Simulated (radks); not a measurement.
Fractional charge and spin in the 2s shell of neon: the spin-up occupation runs from 0 to 1 and the spin-down occupation from 0 to 1; the fullest corner is Ne, [He] 2p6 2s(up 1, down 1). Method: scalar-relativistic Kohn-Sham, PBE, spin-polarised, spherical densities, point nucleus; computed with a radial shooting solver on a logarithmic mesh with Libxc functionals. Energy (eV) minus the two flat planes that join the four corners (they meet along the diagonal where the two added fractions sum to one electron); zero is where a piecewise linear energy would lie.

down \ up       0    0.25     0.5    0.75       1
0           0.000  -1.974  -2.614  -1.946   0.000
0.25       -1.974  -2.460  -1.648   0.434  -1.731
0.5        -2.614  -1.648   0.578  -1.450  -2.282
0.75       -1.946   0.434  -1.450  -2.145  -1.691
1           0.000  -1.731  -2.282  -1.691   0.000

Corners above the fullest one (they belong to Ne+ and the next ion): (up 1, down 0) 45.305 eV, (up 0, down 1) 45.305 eV, (up 0, down 0) 112.55 eV. With half an added electron in each spin the energy lies 0.578 eV from the planes, and with half an added electron in spin up alone -2.614 eV. The planes are only a guide here: the flat-plane condition holds for ground states with one frontier orbital, while this shell lies below other occupied shells, so the corners above the fullest one are inner-hole states and not the ground states of those ions.
